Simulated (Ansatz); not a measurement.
Geometry optimisation, Ansatz 0.2.0, RHF/6-31G*.

Input:

```yaml
crystal:
  periodic: [false, false, false]
  atoms:
    - { symbol: B, position_ang: [-0.021202, 0.55205, -0.426235] }
    - { symbol: "N", position_ang: [-0.136885, -0.134904, 2.240933] }
    - { symbol: H, position_ang: [-0.857877, -0.553726, 2.800255] }
    - { symbol: H, position_ang: [0.728301, -0.241077, 2.736958] }
    - { symbol: "N", position_ang: [1.288185, 0.232714, -0.788251] }
    - { symbol: H, position_ang: [1.539574, -0.675741, -1.108968] }
    - { symbol: H, position_ang: [2.070521, 0.833412, -0.653144] }
    - { symbol: H, position_ang: [-0.894458, -0.228578, -0.624609] }
    - { symbol: P, position_ang: [-0.489448, 2.366523, 0.017869] }
    - { symbol: H, position_ang: [-1.549233, 2.153221, 0.909134] }
    - { symbol: H, position_ang: [0.482442, 2.685515, 0.982395] }
    - { symbol: H, position_ang: [-0.33622, 0.868891, 2.180262] }
basis:
  gaussian: { orbitals: "6-31G*" }
hamiltonian:
  xc: hf
relax:
  f_tol: 0.03
  max_steps: 50
```

Run as:

```bash
$ ansatz run input.yaml --threads 1 --pin off --max-ram 2048MiB --backend cpu --events-out ev --progress --plain --runs-dir out
```

Q: Where does it end, and by what steps?

A: The run converged. The force dipped under the threshold on the way, but the program's further checks kept it going. After 35 steps the energy has fallen by 0.211 eV; H12 moved furthest, 1.08 Å.

| step | energy less start (eV) | largest force component (eV/Å) | accepted |
| --- | --- | --- | --- |
| 0 | 0.0000 | 1.277 | yes |
| 2 | -0.1594 | 0.401 | yes |
| 4 | -0.1980 | 0.181 | yes |
| 6 | -0.2043 | 0.160 | yes |
| 8 | -0.2058 | 0.056 | yes |
| 10 | -0.2057 | 0.165 | no |
| 12 | -0.2064 | 0.018 | yes |
| 14 | -0.2070 | 0.033 | yes |
| 16 | -0.2075 | 0.056 | yes |
| 18 | -0.2080 | 0.046 | yes |
| 20 | -0.2086 | 0.048 | yes |
| 22 | -0.2088 | 0.034 | yes |
| 24 | -0.2093 | 0.052 | yes |
| 26 | -0.2098 | 0.085 | yes |
| 28 | -0.2100 | 0.038 | yes |
| 30 | -0.2103 | 0.006 | yes |
| 32 | -0.2105 | 0.030 | yes |
| 34 | -0.2106 | 0.077 | no |
| 35 | -0.2107 | 0.019 | yes |

```xyz
12
Properties=species:S:1:pos:R:3
B 0.010 0.670 -0.658
N -0.114 -0.307 2.838
H -0.940 -0.860 2.715
H 0.449 -0.761 3.533
N 1.313 0.366 -1.033
H 1.609 -0.569 -1.206
H 2.053 1.030 -1.078
H -0.797 -0.205 -0.613
P -0.596 2.503 -0.407
H -1.312 2.336 0.788
H 0.549 3.079 0.170
H -0.400 0.576 3.218
```

Whether the end is a true minimum wasn't checked by a vibrational analysis.

Time of the run: 48 s on 1 thread of Arm Neoverse V2 (shared host), peak memory 0.14 GiB.
